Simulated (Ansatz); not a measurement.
GeO, charge -1, doublet, geometry from GFN2-xTB (a state made from the parent by changing its charge; the spin is typed, not shown lowest) (a gas-phase anion, which may not be bound at this level); PBE0/pcseg-1 (Ansatz, a program for electronic structure).

Here is a job for Ansatz.
Ansatz 0.2 input:
```yaml
crystal:
  periodic: [false, false, false]
  atoms:
    - {symbol: Ge, position_ang: [-0.00000000, -0.00000000, -0.34203869]}
    - {symbol: O, position_ang: [0.00000000, 0.00000000, 1.36815475]}
basis:
  gaussian:
    orbitals: pcseg-1.json
    symmetry_tolerance_ang: 0.01
hamiltonian:
  xc: pbe0
total_charge: -1
magnetization: {spin_polarized: true, initial_magnetization: 1}
```
The basis file holds pcseg-1 in the JSON format of the Basis Set Exchange.

Output, abridged:

```
Functional definition: PBE0
376 factors; integrals over basis functions are off by at most 4.6e-4 eV
mean field evaluation 1: about -58546.0694 eV, gradient 2.4e1 eV
mean field evaluation 2: about -58537.3164 eV, gradient 5.3e1 eV
mean field evaluation 4: about -58548.6000 eV, gradient 4.3e-1 eV
mean field evaluation 8: about -58548.6265 eV, gradient 1.1e-1 eV
mean field evaluation 16: about -58548.6274 eV, gradient 5.6e-4 eV
mean field -58548.62738757 eV, -2151.6223708081 hartree, gradient 1.8e-5 eV, S^2 0.753804; 0 other end points of the search recorded, 0 dependent functions left out
reference -58548.62740439 eV, -2151.6223714265 hartree; 21, 20 occupied and 20, 21 virtual orbitals, 376 factors
Total energy: -58548.62740439 eV, -2151.6223714265 hartree
```
